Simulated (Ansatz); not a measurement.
Input for Ansatz (development build ahead of 0.2.0):

```yaml
crystal:
  periodic: [false, false, false]
  atoms:
    - { symbol: C, position_ang: [1.4, 0.0, 0.0] }
    - { symbol: C, position_ang: [0.7, 1.21244, 0.0] }
    - { symbol: C, position_ang: [-0.7, 1.21244, 0.0] }
    - { symbol: C, position_ang: [-1.4, 0.0, 0.0] }
    - { symbol: C, position_ang: [-0.7, -1.21244, 0.0] }
    - { symbol: C, position_ang: [0.7, -1.21244, 0.0] }
    - { symbol: "N", position_ang: [2.84, 0.0, 0.0] }
    - { symbol: O, position_ang: [3.37, 1.1, 0.0] }
    - { symbol: H, position_ang: [1.2425, 2.15207, 0.0] }
    - { symbol: H, position_ang: [-1.2425, 2.15207, 0.0] }
    - { symbol: H, position_ang: [-2.485, 0.0, 0.0] }
    - { symbol: H, position_ang: [-1.2425, -2.15207, 0.0] }
    - { symbol: H, position_ang: [1.2425, -2.15207, 0.0] }
basis:
  gaussian: { orbitals: def2-TZVP }
magnetization:
  spin_polarized: true
  initial_magnetization: 2
hamiltonian:
  xc: hf
```

The input is written out in the form of the current development build from the run's settings.

Output:

```yaml
Converged: yes
Total_energy: -359.48419 hartree
Spin_squared_of_the_determinant: 2.619
Stability_test: minimum
```

Caution: another spin multiplicity may lie lower; the unrestricted determinant is spin contaminated.
